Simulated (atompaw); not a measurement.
## Scattering properties, PAW (atompaw) potential for phosphorus

```json
{
 "Element": "P",
 "Generator": "atompaw 4.2.0.5",
 "Type": "PAW",
 "Functional": "PBE",
 "Relativity": "scalar-relativistic",
 "Frozen core": "[Ne]",
 "Valence charge": "5",
 "Reference configuration": "3s1.5 3p3.5",
 "Partial waves": "3s (bound): rc 1.75 bohr; 3s channel at 3.2 Ry: rc 1.75 bohr; 3p (bound): rc 1.75 bohr; 3p channel at -0.1 Ry: rc 1.75 bohr; 3d channel at -0.2 Ry: rc 1.75 bohr; 3d channel at 2.25 Ry: rc 1.70 bohr",
 "Local potential": "bessel scheme, radius 1.55 bohr",
 "Core correction": "smooth core density matched at 1.00 bohr",
 "Augmentation charge": "sinc compensation charge, radius 1.45 bohr; PAW radius 1.75 bohr; waves and projectors: custom polynom2 7 10 vanderbiltortho"
}
```

The phase is arctan(r·u′/u) with u = r·R(r), unwrapped; energies in Ry, scanned from -3 to 5 Ry. A pole is an energy at which the radial function vanishes at the test radius. The pseudo phase is shifted by a multiple of π to meet the all-electron one at the reference energy, and phase errors are pseudo minus all-electron; the curves can meet again beyond the range given. Levels narrower than the energy grid can be missing from the lists of poles.

```json
{"channel": "s", "radius (bohr)": "1.76", "reference energy (Ry)": "-1.05", "poles, all-electron": "2.68", "poles, pseudo": "2.68", "unbroken range about the reference energy with phases within 0.05 rad": "the whole range", "phase error 1 Ry above the reference energy (rad)": "-0.000"}
{"channel": "p", "radius (bohr)": "1.76", "reference energy (Ry)": "-0.43", "poles, all-electron": "3.73", "poles, pseudo": "3.70", "unbroken range about the reference energy with phases within 0.05 rad": "the whole range", "phase error 1 Ry above the reference energy (rad)": "-0.000"}
{"channel": "d", "radius (bohr)": "1.76", "reference energy (Ry)": "-0.20", "poles, all-electron": "4.30", "poles, pseudo": "4.36", "unbroken range about the reference energy with phases within 0.05 rad": "the whole range", "phase error 1 Ry above the reference energy (rad)": "+0.001"}
```

Phases in the p channel:

```
E (Ry)  all-electron  pseudo
 -3.00         1.151   1.151
 -2.76         1.124   1.124
 -2.52         1.093   1.093
 -2.28         1.056   1.055
 -2.04         1.010   1.010
 -1.80         0.954   0.954
 -1.56         0.883   0.883
 -1.32         0.791   0.791
 -1.08         0.670   0.670
 -0.84         0.508   0.508
 -0.60         0.295   0.295
 -0.36         0.029   0.029
 -0.12        -0.265  -0.265
  0.12        -0.541  -0.541
  0.36        -0.769  -0.769
  0.60        -0.943  -0.943
  0.84        -1.074  -1.074
  1.08        -1.173  -1.173
  1.32        -1.250  -1.250
  1.56        -1.311  -1.311
  1.80        -1.360  -1.360
  2.04        -1.401  -1.401
  2.28        -1.435  -1.436
  2.52        -1.465  -1.465
  2.76        -1.490  -1.491
  3.00        -1.513  -1.514
  3.24        -1.534  -1.535
  3.48        -1.553  -1.554
  3.72        -1.570  -1.572
  3.96        -1.586  -1.589
  4.20        -1.601  -1.605
  4.44        -1.616  -1.620
  4.68        -1.630  -1.635
  4.92        -1.644  -1.650
```
